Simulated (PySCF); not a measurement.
Stepwise substitution at one centre (Ga Br-CH3). All species are isolated molecules in the gas phase. Strings in code marks are SMILES.

The numbers are results of ωB97X-D3(BJ)/def2-TZVP run with PySCF 2.14.0, not measurements. All candidates: neutral, multiplicity 1. Excitations are Tamm–Dancoff values on a coarser integration grid. The basis has no diffuse functions, so Rydberg states are missing or too high.

```yaml
dipole_moment: 2.87 D
T1 excitation (TDA): 5.41 eV
HOMO: -9.97 eV
```

Say which member has these values.
A. `[CH3][Ga]([CH3])[CH3]`
B. `[CH3][Ga]([CH3])[Br]`
C. `[CH3][Ga]([Br])[Br]`

B, `[CH3][Ga]([CH3])[Br]`. The others give `[CH3][Ga]([CH3])[CH3]`: 0.00 D, 5.41 eV, -9.84 eV; `[CH3][Ga]([Br])[Br]`: 2.54 D, 5.87 eV, -10.69 eV
